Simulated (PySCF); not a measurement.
SMILES CO[SiH2]S (CH₆OSSi), PBE/def2-SVP optimised geometry.

```
10

C      1.06    -1.38    -0.22
O      0.28    -0.22     0.00
Si    -1.40    -0.22     0.00
S     -2.11     1.81     0.00
H      0.73    -1.95    -1.11
H      2.11    -1.07    -0.37
H      1.03    -2.07     0.66
H     -1.88    -0.98    -1.21
H     -1.98    -0.81     1.25
H     -1.67     2.07    -1.26
```

Density from PBE/def2-TZVP (PySCF) at that geometry.

Minimum of the electron density along straight lines between bonded atoms, close to the bond critical point (lines longer than 1.1 times the sum of covalent radii, or with two minima, are not listed):

| bond | length / Å | ρ at the minimum / e bohr⁻³ | ∇²ρ there / e bohr⁻⁵ | position (fraction from the first atom) |
|---|---|---|---|---|
| C1–O2 | 1.415 | 0.254 | -0.53 | 0.36 |
| O2–Si3 | 1.679 | 0.130 | 0.68 | 0.59 |
| Si3–S4 | 2.145 | 0.099 | 0.07 | 0.36 |
| C1–H5 | 1.116 | 0.268 | -0.88 | 0.65 |
| C1–H6 | 1.110 | 0.272 | -0.92 | 0.65 |
| C1–H7 | 1.115 | 0.269 | -0.89 | 0.65 |
| Si3–H8 | 1.508 | 0.119 | 0.10 | 0.49 |
| Si3–H9 | 1.504 | 0.120 | 0.10 | 0.49 |
| S4–H10 | 1.363 | 0.203 | -0.54 | 0.65 |
